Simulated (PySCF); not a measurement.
## Excitation energy of Ni by level of theory

Ni [Ar] 3d8 4s2 (3F) → Ni [Ar] 3d7 4s2 4p1 (high-spin determinant), as a difference of total energies. Calculation: PySCF 2.14, in aug-cc-pVTZ-DK (8s7p5d3f2g, 93 functions); scalar relativity by spin-free X2C-1e. Correlated levels: valence: [Ar] frozen. The calculations carry no spin-orbit coupling.

| method | excitation energy (eV) |
| --- | --- |
| UHF | 6.030 |
| MP2 (valence) | 7.830 |
| SCS-MP2 (valence) | 7.829 |
| CCSD (valence) | 7.533 |
| CCSD(T) (valence) | 7.202 |

Problem. How much does correlation contribute at CCSD(T) (valence)?

Solution. 7.202 − (6.030) = 1.172 eV, measured against UHF.

The coupled-cluster amplitudes are large for the upper state (T1 above 0.03 or a double amplitude above 0.15), so a single reference is strained.

The determinant of the upper state mixes LS terms, which raises its energy above the lowest term, most at the Hartree-Fock and MP2 levels.
